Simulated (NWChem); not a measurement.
Molecule: BH2I; SMILES IB

Program: NWChem. Medium grid unless said otherwise, to which SCAN and Minnesota functionals are sensitive. Geometry: optimised at PBE0/def2-SVP. def2 effective core potentials on I; no spin-orbit coupling.

For level M06-2X/def2-SVP:

| Property | Value |
|---|---|
| highest occupied level (eV) | -8.63 |
| orbital gap (eV) | 7.37 |
| dipole (D) | 0.64 |

Q: What are these values for level PBE/def2-SVP?

A: highest occupied level (eV): -6.35
orbital gap (eV): 3.27
dipole (D): 0.09
